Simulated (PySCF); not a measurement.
Species: 3,3,3-trifluoropropanal, C3H3F3O.
Geometry (PBE0-D3(BJ)/def2-SVP, Å), atoms numbered from 1 in this order:
```
atom  x, y, z in Å
O1     2.3941   -0.0708    0.6079
C2     1.2524    0.2917    0.6231
C3     0.1010   -0.5827    0.1796
C4    -0.9547    0.1770   -0.5811
F5    -0.4351    0.7772   -1.6555
F6    -1.9322   -0.6277   -0.9948
F7    -1.5061    1.1308    0.1794
H8     0.9636    1.3070    0.9952
H9    -0.3783   -1.0067    1.0775
H10    0.4846   -1.4092   -0.4336
```

Method: PBE0-D3(BJ)/def2-SVP geometry optimisation, gas phase in PySCF 2.14.0.

Masses are those of the commonest isotopes; rigid-rotor values at the optimised geometry. The values belong to one conformer with, in the numbering `[O:1]=[CH:2][CH2:3][C:4]([F:5])([F:6])[F:7]`, O1–C2–C3–C4 -141°.

(1) Give the principal moments of inertia and the rotational constants in MHz.

(2) Classify the top.

(3) Is it planar, by Δ = Ic − Ia − Ib?

(4) Where do the levels up to J = 5 lie, in cm⁻¹?

(5) Predict some low-J microwave lines.

## Answers

(1) Ia = 96.93, Ib = 311.65, Ic = 314.75 u·Å²; 505379 MHz·u·Å²/I gives A = 5214, B = 1622, C = 1606 MHz.

(2) A near-prolate asymmetric top. Ray's parameter κ = (2B − A − C)/(A − C) = -0.991; −1 is the prolate and +1 the oblate limit.

(3) Not planar: Δ = Ic − Ia − Ib = -93.83 u·Å². For a rigid frame Δ = −2 Σ m c², so Σ m c² = 46.91 u·Å² lies off the ab plane: 3.20 from hydrogen and 43.71 from heavier atoms. The atom farthest from that plane is 1.73 Å away.

(4) Above 0(0,0):
J = 1: 1(0,1) 0.1076, 1(1,1) 0.2275, 1(1,0) 0.2280
J = 2: 2(0,2) 0.3229, 2(1,2) 0.4422, 2(1,1) 0.4438, 2(2,1) 0.8033, 2(2,0) 0.8033
J = 3: 3(0,3) 0.6459, 3(1,3) 0.7644, 3(1,2) 0.7676, 3(2,2) 1.1263, 3(2,1) 1.1263, 3(3,1) 1.7268, 3(3,0) 1.7268
J = 4: 4(0,4) 1.0765, 4(1,4) 1.1939, 4(1,3) 1.1992, 4(2,3) 1.5569, 4(2,2) 1.5569, 4(3,2) 2.1574, 4(3,1) 2.1574, 4(4,1) 2.9981, 4(4,0) 2.9981
J = 5: 5(0,5) 1.6147, 5(1,5) 1.7308, 5(1,4) 1.7388, 5(2,4) 2.0951, 5(2,3) 2.0952, 5(3,3) 2.6956, 5(3,2) 2.6956, 5(4,2) 3.5363, 5(4,1) 3.5363, 5(5,1) 4.6172, 5(5,0) 4.6172
Those of J = 1 are B + C, A + C and A + B.

(5) The dipole components are |μa| = 0.56 D, |μb| = 0.08 D, |μc| = 1.42 D. The squared components, which scale the intensities, stand as 0.15 : 0.00 : 1.00 (a : b : c). Some lines, for components of 0.1 D or more:

```tsv
type	branch	J(Ka,Kc)	MHz	lower level (cm⁻¹)
a	R	1(0,1) ← 0(0,0)	3227	0.000
c	Q	2(1,2) ← 2(0,2)	3577	0.323
c	Q	1(1,1) ← 1(0,1)	3592	0.108
a	R	2(1,2) ← 1(1,1)	6439	0.227
a	R	2(0,2) ← 1(0,1)	6454	0.108
a	R	2(1,1) ← 1(1,0)	6470	0.228
c	R	1(1,0) ← 0(0,0)	6836	0.000
c	R	2(1,1) ← 1(0,1)	10079	0.108
c	Q	2(2,1) ← 2(1,1)	10777	0.444
c	R	2(2,0) ← 1(1,0)	17248	0.228
c	R	2(2,1) ← 1(1,1)	17264	0.227
```

Stationary, but not proved a minimum. These are rigid-rotor constants of the computed structure; measured ground-state constants (B0) also hold zero-point vibration.
